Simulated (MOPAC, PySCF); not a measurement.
C2H6BrGa, SMILES `[CH3][Ga]([CH3])[Br]`, neutral singlet in the gas phase. 

Cartesian coordinates (Å):
SMILES: [CH3][Ga]([CH3])[Br]
```xyz
10

C     -1.8559    -0.5940    -0.1544
Ga    -0.1729     0.3888    -0.2842
C      1.6474    -0.1599    -0.7320
Br    -0.3755     2.6425     0.1818
H     -2.2512    -0.5075     0.8607
H     -2.5915    -0.1479    -0.8279
H     -1.7421    -1.6507    -0.4016
H      1.9668     0.3503    -1.6443
H      2.3278     0.1469     0.0657
H      1.7342    -1.2372    -0.8813
```
Charge 0, multiplicity 1.

All levels are single points at this geometry (ωB97X-D3(BJ)/def2-TZVP); Pople sets use spherical d functions. Orbital energies aren't observables, and empty levels follow the basis.

B3LYP/6-31G* in PySCF gives HOMO (eV) = -7.20.

Question: Estimate the HOMO (eV) from each of these levels: ωB97X-D3(BJ)/def2-TZVP in PySCF; B3LYP/3-21G in PySCF; B3LYP/LANL2DZ in PySCF; BP86/6-31G* in PySCF; PBE/6-31G* in PySCF; HF/6-31G* in PySCF; HF/STO-3G in PySCF; PM6 in MOPAC.

Answer: 
```json
[
 {"level": "ωB97X-D3(BJ)/def2-TZVP in PySCF", "HOMO (eV)": "-9.97"},
 {"level": "B3LYP/3-21G in PySCF", "HOMO (eV)": "-6.97"},
 {"level": "B3LYP/LANL2DZ in PySCF", "HOMO (eV)": "-7.35"},
 {"level": "BP86/6-31G* in PySCF", "HOMO (eV)": "-6.32"},
 {"level": "PBE/6-31G* in PySCF", "HOMO (eV)": "-6.22"},
 {"level": "HF/6-31G* in PySCF", "HOMO (eV)": "-10.38"},
 {"level": "HF/STO-3G in PySCF", "HOMO (eV)": "-7.41"},
 {"level": "PM6 in MOPAC", "HOMO (eV)": "-10.30"}
]
```
